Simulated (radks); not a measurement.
All-electron atom: Gd IV in [Xe] 4f7 (the NIST ground configuration). Calculated with a radial shooting solver on a logarithmic mesh with Libxc functionals: Dirac Kohn-Sham, PBEsol, spin-unpolarised, spherical densities, finite nucleus; open shells are shared between the two j in proportion to 2j + 1; Fermi nuclear charge, rms radius 5.1569 fm.

X-ray form factor f0, the Fourier transform of the density (f0(0) = 61):

sin(theta)/lambda (1/angstrom)  f0 (electrons)
0.05                                    60.361
0.1                                     58.554
0.15                                    55.864
0.2                                     52.661
0.25                                    49.287
0.3                                     45.998
0.4                                     40.164
0.5                                     35.420
0.6                                     31.506
0.8                                     25.352
1                                       21.001
1.25                                    17.522
1.5                                     15.240
2                                       11.622
